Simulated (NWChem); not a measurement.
System: BeNH₃S; SMILES [NH2][Be][SH]

The following NWChem deck was run.

```
start job
memory heap 200 mb stack 900 mb global 1100 mb
geometry units angstroms noautosym nocenter noautoz
  Be     0.029994    -0.593588     0.000229
  N      0.009751    -2.093028     0.001672
  H      0.003503    -2.677186    -0.825511
  H      0.009874    -2.675198     0.830284
  S      0.103539     1.320622    -0.001298
  H     -1.239760     1.481299     0.003728
end
basis spherical
  * library pcsseg-1
end
dft
  xc kt2
  iterations 150
end
property
  shielding 5 1 2 3 5 6
  efieldgrad
end
task dft property
```

Excerpt of the output:

```
             Northwest Computational Chemistry Package (NWChem) 7.3.0
             --------------------------------------------------------

                             Geometry "geometry" -> ""
                             -------------------------

 Output coordinates in angstroms (scale by  1.889725989 to convert to a.u.)

  No.       Tag          Charge          X              Y              Z
 ---- ---------------- ---------- -------------- -------------- --------------
    1 Be                   4.0000     0.02999400    -0.59358800     0.00022900
    2 N                    7.0000     0.00975100    -2.09302800     0.00167200
    3 H                    1.0000     0.00350300    -2.67718600    -0.82551100
    4 H                    1.0000     0.00987400    -2.67519800     0.83028400
    5 S                   16.0000     0.10353900     1.32062200    -0.00129800
    6 H                    1.0000    -1.23976000     1.48129900     0.00372800

 Effective nuclear repulsion energy (a.u.)      66.9338365119

                              NWChem Property Module
                              ----------------------

  itol2e modified to match energy
  convergence criterion.

                                 NWChem DFT Module
                                 -----------------

 Summary of "ao basis" -> "ao basis" (spherical)
 ------------------------------------------------------------------------------
       Tag                 Description            Shells   Functions and Types
 ---------------- ------------------------------  ------  ---------------------
 Be                         pcsseg-1                 6       12   3s3p
 N                          pcsseg-1                 7       17   3s3p1d
 H                          pcsseg-1                 3        5   2s1p
 S                          pcsseg-1                10       24   4s5p1d

  itol2e modified to match energy
  convergence criterion.

[...]

          -----------------------------------------
          Chemical Shielding Tensors (GIAO, in ppm)
          -----------------------------------------

                                NWChem CPHF Module
                                ------------------

  scftype          =     RHF
  nclosed          =       15
  nopen            =        0
  variables        =      795
  # of vectors     =        3
  tolerance        = 0.10D-03
  level shift      = 0.00D+00
  max iterations   =       50
  max subspace     =       30

 SCF residual:    2.2258207186222723E-005

Iterative solution of linear equations
  No. of variables      795
  No. of equations        3
  Maximum subspace       30
        Iterations       50
       Convergence  1.0D-04

   iter   nsub   residual    time
   ----  ------  --------  ---------
     1      3    1.31D-05      12.2

      Atom:    1  Be
        Diamagnetic
    139.1640      0.5857      0.0049
      0.5857    166.3918     -0.0216
      0.0049     -0.0216    140.5458

        Paramagnetic
    -80.1362     -2.0836      0.0171
     -2.0836    -18.1556     -0.0397
      0.0171     -0.0397    -76.0421

        Total Shielding Tensor
     59.0279     -1.4979      0.0220
     -1.4979    148.2362     -0.0614
      0.0220     -0.0614     64.5037

           isotropic =      90.5893
          anisotropy =      86.5082

          Principal Components and Axis System
                 1           2           3
              148.2614     64.5038     59.0027

      1        -0.0168      0.0038      0.9999
      2         0.9999      0.0008      0.0168
      3        -0.0007      1.0000     -0.0038

      Atom:    2  N
        Diamagnetic
    301.1407      0.7058      0.0791
      0.7058    329.7292     -0.0094
      0.0791     -0.0094    321.8811

        Paramagnetic
    -70.1716     -0.5598     -0.2837
     -0.5598    -49.1159     -0.0725
     -0.2837     -0.0725   -144.0542

        Total Shielding Tensor
    230.9691      0.1460     -0.2046
      0.1460    280.6133     -0.0820
     -0.2046     -0.0820    177.8269

           isotropic =     229.8031
          anisotropy =      76.2160

          Principal Components and Axis System
                 1           2           3
              280.6138    230.9695    177.8261

      1         0.0029      1.0000      0.0038
      2         1.0000     -0.0029      0.0008
      3        -0.0008     -0.0038      1.0000

      Atom:    3  H
        Diamagnetic
     22.3442      0.2318      0.1277
      0.2318     33.5801      8.6608
      0.1277      8.6608     36.2173

        Paramagnetic
      2.3296     -0.2398     -0.0716
     -0.2398     -1.1846     -2.0335
     -0.0716     -2.0335     -3.3727

        Total Shielding Tensor
     24.6738     -0.0080      0.0561
     -0.0080     32.3955      6.6273
      0.0561      6.6273     32.8446

           isotropic =      29.9713
          anisotropy =      13.9199

          Principal Components and Axis System
                 1           2           3
               39.2512     25.9905     24.6722

      1         0.0024     -0.0340      0.9994
      2         0.6950      0.7186      0.0228
      3         0.7190     -0.6946     -0.0253

      Atom:    4  S
        Diamagnetic
   1060.8959     -0.6974     -0.0140
     -0.6974   1061.1010      0.0004
     -0.0140      0.0004   1057.1172

        Paramagnetic
   -314.1154    -65.3828      0.1592
    -65.3828   -273.9555      0.2415
      0.1592      0.2415   -284.2449

[...]
```

Level: KT2/pcSseg-1, GIAO. Coordinates come from a B3LYP/6-31G* (spherical d) optimisation. NWChem prints the field gradient with the sign opposite to the second derivative of the potential. The output numbers the shielded atoms by their place in the input's list. The printed shielding anisotropy is the first printed principal value minus the mean of the other two.
